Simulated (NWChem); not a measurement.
# Atomisation of H$_{3}$P$_{2}$

SMILES: [PH]P
```xyz
5

P      0.9715    -0.4387     0.4281
P     -0.8927     0.3192    -0.4706
H      1.6893     0.7479     0.0159
H     -1.0756     1.5214     0.3054
H     -1.7965    -0.4770     0.3160
```
Charge 0, spin multiplicity 2.

Program: NWChem. Structure: optimised with UPBE/def2-SVP, a minimum by its harmonic frequencies. It is one conformer; others weren't searched.

Basis set: def2-TZVP. The atomisation energy is electronic alone: no zero-point, thermal, spin-orbit or counterpoise terms. No value is extrapolated to the basis-set limit. Free atoms are single determinants with multiplicities P 4, H 2.

The structure started from a generated list of species. The stability of the SCF solutions was not checked. Open-shell Hartree-Fock references start from PBE0 orbitals.

### Question
For the atomisation energy, HF gives 187.7 kcal/mol and PBE gives 291.1 kcal/mol. What do TPSS, M06-2X, BP86 give?

### Answer
TPSS: 297.1 kcal/mol; M06-2X: 289.5 kcal/mol; BP86: 301.2 kcal/mol.
